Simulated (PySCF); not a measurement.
SMILES [CH3][Ge]([CH3])([CH3])[CH2][SiH2]N, GFN2-xTB optimised geometry.

```
22

Si    -0.97    -0.76    -3.22
N      0.64    -0.15    -3.38
C     -1.04    -1.69    -1.57
Ge    -0.33    -0.70     0.00
C     -0.97     1.18     0.00
C      1.66    -0.70     0.00
C     -0.95    -1.60     1.66
H     -1.40    -1.68    -4.28
H     -1.83     0.43    -3.24
H      1.40    -0.77    -3.15
H      0.87     0.37    -4.21
H     -2.08    -1.94    -1.37
H     -0.50    -2.63    -1.66
H     -0.60     1.70    -0.88
H     -2.06     1.21    -0.01
H     -0.63     1.70     0.88
H      2.06    -1.70    -0.13
H      2.05    -0.08    -0.80
H      2.04    -0.31     0.94
H     -0.57    -1.09     2.54
H     -2.04    -1.60     1.72
H     -0.61    -2.64     1.70
```

Density from PySCF with PBE0/def2-SVP at that geometry.

Minimum of the electron density along straight lines between bonded atoms, close to the bond critical point (lines longer than 1.1 times the sum of covalent radii, or with two minima, are not listed):

```tsv
bond	length / Å	ρ at the minimum / e bohr⁻³	∇²ρ there / e bohr⁻⁵	position (fraction from the first atom)
Si1–N2	1.724	0.123	0.74	0.40
Si1–C3	1.892	0.111	0.32	0.38
C3–Ge4	1.991	0.119	0.05	0.53
Ge4–C5	1.983	0.123	0.04	0.47
Ge4–C6	1.989	0.121	0.05	0.47
Ge4–C7	1.995	0.120	0.04	0.47
Si1–H8	1.478	0.115	0.31	0.49
Si1–H9	1.465	0.117	0.33	0.49
N2–H10	1.008	0.331	-1.52	0.76
N2–H11	1.007	0.332	-1.53	0.76
C3–H12	1.089	0.268	-0.93	0.62
C3–H13	1.089	0.267	-0.92	0.62
C5–H14	1.085	0.274	-0.99	0.63
C5–H15	1.086	0.272	-0.97	0.62
C5–H16	1.086	0.272	-0.97	0.62
C6–H17	1.086	0.272	-0.97	0.62
C6–H18	1.085	0.274	-0.99	0.63
C6–H19	1.086	0.272	-0.97	0.62
C7–H20	1.086	0.272	-0.97	0.62
C7–H21	1.086	0.272	-0.97	0.62
C7–H22	1.086	0.272	-0.97	0.62
```
